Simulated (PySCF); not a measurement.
Simulated outer-valence photoelectron spectrum of `[F][Al]([Cl])[Br]`. Level of theory: EOM-IP-CCSD/aug-cc-pVDZ in PySCF, restricted Hartree–Fock reference, frozen core, non-relativistic, gas phase, PBE0-D3(BJ)/def2-SVP geometry.

Each root has a Gaussian of 0.8 eV full width with its one-hole share as area; cross sections and vibrations are left out, and the highest printed point is 100.

(ionisation energy (eV), intensity): (10.4, 0), (10.5, 0), (10.6, 1), (10.7, 2), (10.8, 3), (10.9, 7), (11.0, 12), (11.1, 20), (11.2, 31), (11.3, 44), (11.4, 58), (11.5, 72), (11.6, 82), (11.7, 88), (11.8, 88), (11.9, 83), (12.0, 76), (12.1, 71), (12.2, 68), (12.3, 70), (12.4, 76), (12.5, 85), (12.6, 93), (12.7, 98), (12.8, 99), (12.9, 96), (13.0, 90), (13.1, 83), (13.2, 75), (13.3, 67), (13.4, 58), (13.5, 49), (13.6, 39), (13.7, 29), (13.8, 20), (13.9, 13), (14.0, 9), (14.1, 8), (14.2, 9), (14.3, 13), (14.4, 20), (14.5, 28), (14.6, 38), (14.7, 48), (14.8, 57), (14.9, 66), (15.0, 75), (15.1, 83), (15.2, 91), (15.3, 97), (15.4, 100), (15.5, 97), (15.6, 89), (15.7, 75), (15.8, 59), (15.9, 43), (16.0, 29), (16.1, 18), (16.2, 10), (16.3, 5), (16.4, 2), (16.5, 1), (16.6, 0), (16.7, 0)

**Question.** Where are the maxima, and how many lines lie under the curve?

**Answer.** 3 maxima, at 11.8, 12.8 and 15.4 eV, from 8 lines. At this width some lines have no maximum of their own.

**Question.** List the lines with their holes.

**Answer.** 
```csv
E (eV),leading hole (HF orbital),area,Koopmans (eV)
11.60,HOMO,0.96,12.17
11.84,HOMO-1,0.96,12.35
12.61,HOMO-2,0.96,13.35
12.80,HOMO-3,0.95,13.52
13.35,HOMO-4,0.96,14.05
14.85,HOMO-5,0.95,15.76
15.44,HOMO-6,0.94,17.61
15.52,HOMO-7,0.94,17.72
```

The widest gap, 1.50 eV, lies between 13.35 and 14.85 eV. Only orbitals with −ε under 21 eV, eight at most, were ionised, so the high end of the curve may lack lines.

The run took 9.4 min of wall time on Arm Neoverse V1, one thread, on a shared host.
